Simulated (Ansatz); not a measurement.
Ansatz (a first-principles code) input (B2GP-PLYP/def2-TZVP):

Ansatz 0.2 input:
```yaml
crystal:
  periodic: [false, false, false]
  atoms:
    - {symbol: Lu, position_ang: [0.21004410, -0.00369747, 0.26207633]}
    - {symbol: Cl, position_ang: [1.22691903, 0.36887417, -1.87704844]}
    - {symbol: Cl, position_ang: [-2.10416203, -0.35343178, 0.78249436]}
basis:
  gaussian:
    orbitals: def2-TZVP
hamiltonian:
  xc: {name: B2GP-PLYP}
magnetization: {spin_polarized: true, initial_magnetization: 1}
correlation: {electrons: outside_noble_gas}
```

Output:

```
Functional definition: B2GP-PLYP
integrals: 0.29 GiB planned
1102 factors; integrals over basis functions are off by at most 8.3e-4 eV
mean field: 1.45 GiB planned
mean field evaluation 1: about -58624.7913 eV, gradient 1.8e1 eV
mean field evaluation 2: about -58624.8473 eV, gradient 1.8e1 eV
mean field evaluation 4: about -58626.8162 eV, gradient 7.8e0 eV
mean field evaluation 8: about -58626.9168 eV, gradient 3.4e-1 eV
mean field evaluation 16: about -58626.9195 eV, gradient 2.8e-3 eV
mean field evaluation 32: about -58626.0348 eV, gradient 5.3e0 eV
mean field -58626.91950430 eV, -2154.4995530295 hartree, gradient 6.2e-6 eV, S^2 0.750831; 2 other end points of the search recorded, 0 dependent functions left out
30 core orbitals not correlated, not the lowest: weight in the atoms' cores, before any rotation towards them, 0.992 or more for the frozen orbitals, at most 0.008 for the correlated occupied ones
reference -58626.91961208 eV, -2154.4995569904 hartree; 9, 8 occupied and 131, 132 virtual orbitals, 1102 factors
second order -12.98156043 eV of doubles, -0.00000000 eV of singles
Total energy: -58631.59297383 eV, -2154.6712998672 hartree
```

The spin state was set by rule; other spins were not relaxed.
